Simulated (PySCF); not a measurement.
Species: C5H4FN.
InChI=1S/C5H4FN/c1-2-5(3-6)4-7/h1,5H,3H2/t5-/m0/s1

Theory: PySCF, TDDFT wB97X-D/def2-SVPD, vertical, gas phase, core orbitals frozen in the response. Geometry: PBE0-D3(BJ)/def2-SVP, one conformer, isolated molecule. Torsions of this conformer, `[CH:1]#[C:2][C@H:3]([C:4]#[N:5])[CH2:6][F:7]`: C2–C3–C6–F7 -61°.

Computed states:

```json
{"state": "S1", "E (eV)": "6.54", "f": "0.0004"}
{"state": "S2", "E (eV)": "6.81", "f": "0.0014"}
{"state": "S3", "E (eV)": "6.84", "f": "0.0027"}
{"state": "S4", "E (eV)": "7.67", "f": "0.0003"}
{"state": "S5", "E (eV)": "7.97", "f": "0.028"}
{"state": "S6", "E (eV)": "8.01", "f": "0.0012"}
```

Each state is given a Gaussian of 0.3 eV full width at half maximum, with ε(max) = 2.175×10⁸ f / Δν̃ (Δν̃ the width in cm⁻¹). The cross-section is σ = 3.8235×10⁻²¹ ε cm², given in Mb (10⁻¹⁸ cm²). The width is an assumption, not a result. The curve ends short of the highest state used, and states not computed would add to its high-energy end.

Problem. What does the envelope look like, and where are its maxima?

Solution. 
```
E (eV)  σ (Mb)
  6.09    0.00
  6.11    0.00
  6.13    0.00
  6.16    0.00
  6.18    0.00
  6.21    0.01
  6.23    0.01
  6.25    0.01
  6.28    0.02
  6.30    0.02
  6.33    0.04
  6.35    0.05
  6.37    0.06
  6.40    0.08
  6.42    0.10
  6.45    0.12
  6.47    0.14
  6.49    0.17
  6.52    0.21
  6.54    0.24
  6.57    0.30
  6.59    0.36
  6.62    0.47
  6.64    0.56
  6.66    0.66
  6.69    0.83
  6.71    0.95
  6.74    1.12
  6.76    1.23
  6.78    1.31
  6.81    1.39
  6.83    1.41
  6.86    1.37
  6.88    1.31
  6.90    1.22
  6.93    1.04
  6.95    0.91
  6.98    0.71
  7.00    0.59
  7.02    0.47
  7.05    0.33
  7.07    0.25
  7.10    0.16
  7.12    0.11
  7.14    0.08
  7.17    0.04
  7.19    0.03
  7.22    0.01
  7.24    0.01
  7.26    0.01
  7.29    0.00
  7.31    0.00
  7.34    0.00
  7.36    0.01
  7.39    0.01
  7.41    0.01
```

Maxima: 182 nm (6.83 eV), ε about 370, made up of S2 (35%) and S3 (65%) (ε in L mol⁻¹ cm⁻¹; maxima over ε = 5, shares over 10%). At its high-energy end, 7.41 eV, the curve is still rising (ε about 3.7, from S4).

Problem. On this curve, what absorbance would a 10⁻⁴ mol/L sample give at 193 nm over a 1 cm path?

Solution. 193 nm is 6.424 eV, where ε is about 26 L mol⁻¹ cm⁻¹, so A = ε c l ≈ 0.0026 (Beer–Lambert, with the gas-phase spectrum and the assumed width).

Problem. Coming from long wavelengths, where does ε first pass 100 L mol⁻¹ cm⁻¹?

Solution. At about 188 nm (6.60 eV), 0.06 eV above S1.

Problem. What would ε be at 6.83 eV, the highest of these maxima, with half the width (0.15 eV)?

Solution. About 720 L mol⁻¹ cm⁻¹ against 369, a factor of about 1.95; a lone state at its own centre would give exactly 2.
